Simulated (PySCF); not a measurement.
Job for PySCF: R-B3LYP/6-31G* on H2S2 (SMILES SS), a point of a torsion scan.

```python
from pyscf import gto, scf, dft, mp
from pyscf.data.elements import chemcore

mol = gto.M(
    atom='''
    S    -0.95958923    0.46633898    0.43011987
    S     0.95521959    0.46914975   -0.43750076
    H    -1.49018885   -0.46753862   -0.35866880
    H     0.71428373   -0.46426617   -1.35749899
    ''',
    basis='6-31g*',
    cart=True,
    charge=0, spin=0, verbose=3, max_memory=1800)
mf = dft.RKS(mol, xc='b3lyp')
mf.conv_tol = 1e-8
mf.max_cycle = 100
mf.kernel()
if not mf.converged:
    mf = mf.newton().run(mf.mo_coeff, mf.mo_occ)
```

Task: Give the final energy of this run.

Result: -797.5574 hartree.
